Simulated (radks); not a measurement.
Q: Cr, configuration [Ar] 3d5 4s1 (the NIST ground configuration). Method: Dirac Kohn-Sham, PBE, spin-unpolarised, spherical densities, finite nucleus; open shells fill j = l - 1/2 first; Fermi nuclear charge, rms radius 3.6452 fm; computed with a radial shooting solver on a logarithmic mesh with Libxc functionals. Some entries of the table are withheld. Estimate them.

orbital  occ.  eigenvalue (Ry)  <1/r> (bohr^-1)  r(max) (bohr)
1s1/2       2              (1)            23.88            (2)
2s1/2       2        -49.01589            5.068         0.2435
2p1/2       2        -41.61755            5.007         0.1961
2p3/2       4        -40.98190            4.932         0.1985
3s1/2       2         -5.43412            1.568         0.7770
3p1/2       2              (3)              (4)         0.7937
3p3/2       4              (5)              (6)         0.8006
4s1/2       1         -0.29415           0.3780          2.756
3d3/2       4              (7)              (8)         0.8386
3d5/2       1              (9)             (10)         0.8414

A: 
(1) 1s1/2 eigenvalue (Ry): -432.1524
(2) 1s1/2 r(max) (bohr): 0.04160
(3) 3p1/2 eigenvalue (Ry): -3.38644
(4) 3p1/2 <1/r> (bohr^-1): 1.437
(5) 3p3/2 eigenvalue (Ry): -3.31175
(6) 3p3/2 <1/r> (bohr^-1): 1.420
(7) 3d3/2 eigenvalue (Ry): -0.21557
(8) 3d3/2 <1/r> (bohr^-1): 0.9666
(9) 3d5/2 eigenvalue (Ry): -0.20990
(10) 3d5/2 <1/r> (bohr^-1): 0.9608
